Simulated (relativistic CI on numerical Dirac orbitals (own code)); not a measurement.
Calculated at this level of theory: Dirac-Coulomb-Breit CI, orbitals from a KLI potential per configuration, model QED (radiative potential, 1s self-energy scaled to tabulated hydrogen-like ionisation energies), unscaled Slater integrals (own radial code, finite nucleus).

The strongest absorption lines from the ground level of an ion, among the configurations computed and to levels below about 1380 eV (vacuum wavelength in nm, gf): 0.90473 (0.16), 0.90624 (0.023), 1.1432 (0.023), 1.1612 (0.012), 1.1956 (0.41), 1.1994 (0.25), 13.850 (0.16), 27.688 (0.0012).

Task: Which ion is it?
A. Mn XXII
B. V XX
C. Cu XXVI
D. Sc XVIII

Result: A. Mn XXII has 4 electrons and the ground level 2s2 1S_0; the strongest line goes to 2s 3p 1P°_1. The pattern of lines fixes the number of electrons, and along that sequence the line energies rise steadily with the charge (about as its square where n changes within one kind of shell, about linearly where n is kept but much faster in heavy ions where fine structure, which grows about as Z⁴, sets the gap, and irregularly where shells cross), which fixes Z. Configurations outside the model, such as inner-shell arrays, can give stronger lines. At this charge energies of transitions that change n are usually good to better than 1 %, and those within a shell (Δn = 0) to a few per cent.

LS names give the leading component of a level, which can be under half, so a name can repeat, a term be missing and a line seem to break the LS rules.
